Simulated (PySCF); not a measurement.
SMILES C#C[SiH2]C(=O)O (C₃H₄O₂Si), B3LYP/def2-SVP optimised geometry.

```
10

C      1.97    -0.18     0.00
C      0.75    -0.18     0.00
Si    -1.08    -0.19     0.00
C     -1.85     1.30     0.97
O     -3.04     1.42     1.06
O     -0.97     2.16     1.51
H      3.04    -0.18     0.00
H     -1.60    -0.09    -1.39
H     -1.60    -1.42     0.65
H     -1.50     2.85     1.96
```

Density from B3LYP/def2-TZVP in PySCF at that geometry.

Minimum of the electron density along straight lines between bonded atoms, close to the bond critical point (lines longer than 1.1 times the sum of covalent radii, or with two minima, are not listed):

```
bond    length / Å  ρ at the minimum / e bohr⁻³  ∇²ρ there / e bohr⁻⁵  position (fraction from the first atom)
------  ----------  ---------------------------  --------------------  ---------------------------------------
C1–C2        1.217                        0.415                 -1.24                                     0.52
C2–Si3       1.831                        0.120                  0.30                                     0.61
Si3–C4       1.933                        0.113                  0.14                                     0.38
C4–O5        1.208                        0.428                 -0.22                                     0.34
C4–O6        1.345                        0.308                 -0.68                                     0.35
C1–H7        1.075                        0.286                 -1.06                                     0.67
Si3–H8       1.486                        0.123                  0.14                                     0.49
Si3–H9       1.486                        0.123                  0.14                                     0.49
O6–H10       0.977                        0.346                 -2.31                                     0.80
```
